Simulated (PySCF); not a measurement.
**SMILES C=C1CNC(=O)C1, C5H7NO**

Cartesian coordinates in Å; atom numbers follow the order of the lines, from 1:
```xyz
14

C     2.0455    0.0035    0.2768
C     0.7372   -0.0039    0.1006
C    -0.0938    1.1837   -0.3228
N    -1.4323    0.6575   -0.3760
C    -1.5667   -0.6461   -0.0520
O    -2.6065   -1.2600   -0.0370
C    -0.1800   -1.1759    0.2829
H     2.6345    0.8917    0.1262
H     2.5765   -0.8817    0.5795
H    -0.0163    2.0049    0.4014
H     0.2229    1.5654   -1.3018
H    -2.2230    1.2266   -0.6295
H     0.0701   -2.0091   -0.3762
H    -0.1689   -1.5570    1.3057
```

Method: GIAO B3LYP/def2-SVP magnetisability, rotational g tensor and spin-rotation constants, non-relativistic, gas phase (PySCF 2.14.0). Geometry: GFN2-xTB.

Question: Give the nuclear spin-rotation constants along the inertial axes (H = +C I·J) beside the isotropic shieldings.

Answer: Rotational constants 6.3337, 2.1441, 1.6344 GHz. A star marks the isotopologue with that one atom substituted, in its own axes.
| atom | isotope | Caa (kHz) | Cbb (kHz) | Ccc (kHz) | mean (kHz) | σ (ppm) |
| --- | --- | --- | --- | --- | --- | --- |
| N4 | 14N | 0.772 | 0.079 | 0.111 | 0.321 | 152.9 |
| H8 | 1H | 0.016 | -0.035 | -0.201 | -0.073 | 26.9 |
| H9 | 1H | -0.587 | 0.168 | -0.196 | -0.205 | 26.7 |
| H10 | 1H | -0.612 | -0.105 | -0.018 | -0.245 | 27.9 |
| H11 | 1H | -0.610 | -0.103 | -0.019 | -0.244 | 27.9 |
| H12 | 1H | -0.207 | -0.039 | -0.224 | -0.157 | 28.1 |
| H13 | 1H | -0.740 | -0.087 | -0.037 | -0.288 | 29.1 |
| H14 | 1H | -0.740 | -0.092 | -0.033 | -0.288 | 29.1 |
| C1 | 13C* | 1.762 | 0.858 | 0.189 | 0.936 | 85.3 |
| C2 | 13C* | 2.173 | 1.015 | 0.242 | 1.143 | 50.0 |
| C3 | 13C* | 0.924 | 0.405 | 0.307 | 0.545 | 145.4 |
| C5 | 13C* | 2.198 | 0.988 | 0.409 | 1.198 | 28.3 |
| O6 | 17O* | -3.517 | -0.993 | -0.038 | -1.516 | -29.1 |
| C7 | 13C* | 0.837 | 0.368 | 0.279 | 0.495 | 157.0 |

For the geometry as given, no vibrational averaging.
